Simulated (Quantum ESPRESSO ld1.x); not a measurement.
Results of a calculation; reference values are marked as such.
Q: Radial electron density D(r) = 4 pi r^2 rho(r) of an atom or ion with 4 electrons. Code: ld1.x of Quantum ESPRESSO 7.5. Model: scalar-relativistic Kohn-Sham, LDA (Slater exchange, Perdew-Zunger correlation), spin-polarised, spherical densities, point nucleus.

```
   r/bohr * D(r) (the largest magnitude, 28.6, reaches the edge; | marks zero)
  0.00193 |*
 0.002493 | *
 0.003247 |  *
 0.004194 |   *
 0.005461 |      *
 0.007054 |         *
 0.009186 |              *
  0.01187 |                     *
  0.01545 |                              *
  0.01996 |                                       *
  0.02599 |                                                *
  0.03357 |                                                      *
  0.04371 |                                                     *
  0.05647 |                                             *
  0.07353 |                               *
  0.09498 |                 *
   0.1237 |         *
   0.1598 |        *
    0.208 |        *
   0.2687 |      *
   0.3499 |   *
    0.452 |*
   0.5839 *
   0.7603 *
   0.9821 *
    1.279 |*
    1.652 *
    2.151 |*
    2.778 |*
    3.618 *
    4.673 *
```

What is the nuclear charge?

A: Z = 26. The innermost maximum, from 1s, lies near gamma/Z bohr with gamma = sqrt(1 - (Z/c)^2) = 0.982, here 0.0378 bohr (found: 0.0375), and its height grows with Z. The density is that of the iron ion Fe22+ in [He] 2s1 6p1; the configuration itself is not fixed sharply by these data, and Z only to about a unit. D(r) has 5 maxima, at r = 0.0375, 0.195, 0.760, 1.37, 2.46 bohr, and minima at 0.152, 0.575 bohr, inside which lie 2.13, 3.03 electrons.
